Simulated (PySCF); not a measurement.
## How the functional moves excitation energies

C4H11As.
SMILES: `C[AsH]C(C)C`

Linear-response calculations in the def2-SVPD basis (PySCF; singlets by full response, triplets Tamm–Dancoff, core orbitals frozen in the response; HF means time-dependent Hartree–Fock). 'Strongest' is the level of largest summed f among the singlets computed (6 and 10 roots, of which the last may lack a degenerate partner); it can jump between rows when another state enters that window. S1 is the lowest singlet of each run and needn't be the same state throughout; f(S1) is that of one state. Geometry: PBE0-D3(BJ)/def2-SVP, one conformer, isolated molecule. The LDA/def2-SVPD calculation is non-relativistic and has no spin–orbit coupling, an omission that weighs most on arsenic.

```
functional                               kind  S1 (eV)  f(S1)  strongest (eV)  T1 (eV)  HOMO (eV)  gap (eV)  ionisation energy, ΔSCF (eV)
       LDA                                LDA     5.45  0.019            6.52     4.99      -5.74      5.22                          8.74
       PBE                                GGA     5.48  0.019            6.55     4.94      -5.63      5.28                          8.58
     B3LYP  global hybrid, 20% exact exchange     5.83  0.029            6.75     5.13      -6.52      6.64                          8.77
      PBE0  global hybrid, 25% exact exchange     5.99  0.035            6.90     5.12      -6.69      7.08                          8.69
 BHandHLYP  global hybrid, 50% exact exchange     6.26  0.048            7.15     5.26      -7.67      8.66                          8.70
 CAM-B3LYP             range-separated hybrid     6.15  0.043            7.01  not run      -7.98      9.13                       not run
   wB97X-D             range-separated hybrid     6.27  0.053            7.04     5.38      -8.49     10.55                          8.78
   LC-wPBE             range-separated hybrid     6.55  0.064            7.40     5.29      -9.25     11.53                          8.83
        HF                       Hartree–Fock     6.73  0.084            7.58     5.14      -9.12     11.77                   not settled
```

S1 runs from 5.45 eV (LDA) to 6.73 eV (HF), a spread of 1.28 eV, while the orbital gap spreads over 6.6 eV. Along PBE (0%), B3LYP (20%), PBE0 (25%), BHandHLYP (50%), HF (100%) S1 rises with the share of exact exchange. −ε(HOMO) comes closest to its own ΔSCF ionisation energy with wB97X-D (-0.29 eV) and misses most with LDA (-3.01 eV). 'Not settled' means that the ion's SCF failed to converge or may have ended in another state than the lowest.
